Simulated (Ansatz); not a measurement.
Start from `[SiH3]B(Cl)Cl` and change one atom or group to get `ClB(Cl)[SiH2][GeH3]`.

Ansatz, PBE0-D4/def2-TZVP geometries, multiplicity 1. Each molecule was computed in one conformer, which needn't be the lowest.

Scalar relativity is left out up to krypton.

| property | `[SiH3]B(Cl)Cl` |
| --- | --- |
| HOMO energy (B3LYP/def2-TZVPP) / eV | -8.16 |
| size of the dipole moment (PBE/def2-TZVPP) / D | 0.26 |
| HOMO energy (ωB97M-V/def2-TZVPP) / eV | -10.49 |
| size of the dipole moment (B3LYP/def2-TZVPP) / D | 0.37 |
| LUMO energy (ωB97M-V/def2-TZVPP) / eV | -0.14 |
| size of the dipole moment (ωB97M-V/def2-TZVPP) / D | 0.39 |

(1) Give the same properties after the change, and the shifts. (An estimate is asked.)

Answers

(1) Computed: 
```
                                          property  `ClB(Cl)[SiH2][GeH3]`  shift
               HOMO energy (B3LYP/def2-TZVPP) / eV                  -7.81   0.35
    size of the dipole moment (PBE/def2-TZVPP) / D                   0.49   0.23
             HOMO energy (ωB97M-V/def2-TZVPP) / eV                 -10.03   0.46
  size of the dipole moment (B3LYP/def2-TZVPP) / D                   0.56   0.19
             LUMO energy (ωB97M-V/def2-TZVPP) / eV                  -0.24  -0.10
size of the dipole moment (ωB97M-V/def2-TZVPP) / D                   0.55   0.16
```

Dipoles are sizes alone; their direction can turn.

B3LYP here is the variant with VWN-RPA as its local correlation; programs differ in this.
